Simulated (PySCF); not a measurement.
An unknown gives this computed stick spectrum. Method: PySCF 2.14.0, density-fitted response routines, TDDFT CAM-B3LYP/def2-SVPD, vertical, gas phase, core orbitals frozen in the response. Geometries: GFN2-xTB, one conformer each.

```csv
state,ν̃ (cm⁻¹),f,"main configurations (H = HOMO, L = LUMO)"
S1,38700,0.0009,H-1→L (97%)
S2,41260,0.0033,H-1→L+1 (98%)
S3,43890,0.073,"H→L (39%), H→L+1 (32%), H-2→L (22%)"
S4,47660,0.184,"H→L (50%), H→L+1 (26%), H-2→L (18%)"
S5,55120,0.0000,H-3→L (82%)
S6,56250,0.386,"H-2→L (49%), H→L+1 (38%), H-2→L+1 (8%)"
S7,58460,0.378,"H-2→L+1 (75%), H-2→L (8%)"
S8,58840,0.0000,"H→L+4 (28%), H→L+3 (27%), H→L+5 (18%)"
```

Triplets computed (Tamm–Dancoff): 3.89, 4.28, 4.66 eV.

Task: Which structure fits?
A. `C=C/C(CC)=N\N=C`
B. `N#CC1=CC=CN=C1`
C. `C=NN=C(C=C)C=C`

Result: B. Its S1, at 4.80 eV, is the highest among the candidates; the nearest of the others has S1 at 4.34 eV. S1 is HOMO-1→LUMO (97%). Löwdin shares by element: HOMO carbon 50% or more, nitrogen 14% or more (atoms not listed hold the other 35%); LUMO carbon 51% or more, nitrogen 11% or more (atoms not listed hold the other 38%). At the same level the other candidates give, for their lowest levels:
- `C=CC(C=C)=NN=C`: 4.12 eV (f 0.094); 4.33 eV (f 0.092); 4.69 eV (f 0.181); 5.71 eV (f 0.050); 6.04 eV (f 0.449); T1 2.42 eV; HOMO -7.43, LUMO -0.56 eV
- `C=C/C(CC)=N\N=C`: 4.34 eV (f 0.002); 4.56 eV (f 0.046); 4.99 eV (f 0.207); 6.04 eV (f 0.192); 6.56 eV (f 0.004); T1 2.95 eV; HOMO -7.73, LUMO -0.12 eV
